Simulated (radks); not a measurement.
Initial-state core-level shifts of the copper ion Cu3+ when its valence configuration changes from [Ar] 3d8. Calculated with a radial shooting solver on a logarithmic mesh with Libxc functionals: scalar-relativistic Kohn-Sham, PBEsol, spin-polarised, spherical densities, finite nucleus; open shells are filled with parallel spins first; Fermi nuclear charge, rms radius 3.8823 fm. Shifts are changes of the shell-averaged eigenvalues in eV (positive: less bound); the change of the density at the nucleus, which sets a Mossbauer isomer shift, is in e/bohr^3, on a base of 2.236e+04.

| valence | 1s | 2s | 2p | 3p | density at nucleus |
|---|---|---|---|---|---|
| 3d6 4s2 | -20.362 | -22.717 | -22.538 | -17.846 | +48.286 |
| 3d7 4p1 | -10.957 | -12.052 | -11.953 | -9.933 | +3.838 |
| 3d6 4p2 | -22.653 | -25.029 | -24.826 | -20.128 | +8.531 |
| 3d7 4s1 | -9.619 | -10.749 | -10.657 | -8.586 | +22.580 |
| 3d7.5 4s0.5 | -4.697 | -5.243 | -5.197 | -4.235 | +10.746 |
| 3d7 4s0.5 4p0.5 | -10.290 | -11.402 | -11.307 | -9.261 | +13.223 |
| 3d6 4s1 4p1 | -21.400 | -23.793 | -23.600 | -18.869 | +29.286 |
